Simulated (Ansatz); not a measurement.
System: C2H2O, charge 0, singlet. C2H2O (SMILES C#CO).
B3LYP-D3(BJ)/def2-TZVP minimum from Ansatz (an electronic-structure program):
```xyz
5

C      1.3080    -0.1153    -0.1364
C      0.1216    -0.0059    -0.0156
O     -1.1689     0.1846     0.0722
H      2.3584    -0.2191    -0.2392
H     -1.5848    -0.5301     0.5735
```

Property: atomisation energy (electronic, to ground-state atoms), in kcal/mol. UHF or UKS for unpaired electrons; spin-orbit terms are left out. CBS(X,Y): correlation extrapolated as X^-3, Hartree-Fock from the larger set (Q,5: extrapolated as (X+1)exp(-9√X)). A bracket is a step between two methods taken in the basis named. Functionals run without relativity, which enters their misses. Double hybrids freeze cores in their MP2 part. 'core' is core correlation in cc-pwCVTZ, 'X2C' scalar relativity in cc-pVTZ-DK, both at CCSD(T). Where a partner has so few electrons that a lower coupled-cluster level is exact, that level stands in.

CCSD(T)/CBS(cc-pVQZ,cc-pV5Z) + [CCSDT(Q) - CCSD(T)]/cc-pVTZ + core + X2C (Ansatz) gives 499.4 kcal/mol.

**Question.** What does PBE/def2-TZVPD (Ansatz) give here, and how do the other levels compare?

**Answer.** PBE gives 518.9 kcal/mol, 19.5 kcal/mol above it. Differences of the others: r2SCAN/def2-TZVPD (Ansatz) -1.0; B3LYP/def2-TZVPD (Ansatz) -3.6; wB97M-V/def2-TZVPD (Ansatz) -0.3; B2PLYP/def2-TZVPD (Ansatz) -5.3; CCSD(T)/CBS(cc-pVQZ,cc-pV5Z) + core + X2C (Ansatz) -0.2 kcal/mol. Nearer than PBE: r2SCAN/def2-TZVPD, B3LYP/def2-TZVPD, wB97M-V/def2-TZVPD, B2PLYP/def2-TZVPD, CCSD(T)/CBS(cc-pVQZ,cc-pV5Z) + core + X2C.
